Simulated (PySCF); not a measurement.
GaH2F, SMILES [F][GaH2]. The structure is a stationary point at B3LYP-D3(BJ)/def2-TZVP.

Computed equilibrium geometry at B3LYP-D3(BJ)/def2-TZVP (PySCF confirms it by a frequency run) as Cartesian coordinates in Å, and its point group:
point group C2v.
```xyz
4

Ga     0.0000     0.0000     0.3496
H      0.0000     1.4259     0.9729
H      0.0000    -1.4259     0.9729
F      0.0000     0.0000    -1.4205
```
Charge 0, spin multiplicity 1.
